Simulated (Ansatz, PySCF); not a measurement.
Caution: the highest occupied level lies above zero, so the state may not be bound. This triplet lies 0.08 eV above the relaxed singlet at the level frozen-core CCSD(T)/aug-cc-pVTZ // B3LYP-D3(BJ)/def2-TZVPD (Ansatz, a quantum-chemistry and plane-wave program); other levels give the other order.

B3LYP has the VWN-RPA correlation part, as in Gaussian. 

Cartesian coordinates (Å):
```xyz
5

Al    -0.7421    -0.1009    -0.0230
B      1.2266    -0.4005     0.3455
Cl     2.7751     0.4808     0.0222
H     -1.8477    -1.1759     0.4530
H     -1.4291     1.1591    -0.7862
```
Charge -1, spin multiplicity 3.

### Question
What is the computed total energy and highest occupied spin orbital (B3LYP-D3(BJ)/def2-TZVPD (PySCF))?

### Answer

```json
{
  "total_energy": "-728.7414 Ha",
  "highest_occupied_spin_orbital": "0.24 eV"
}
```
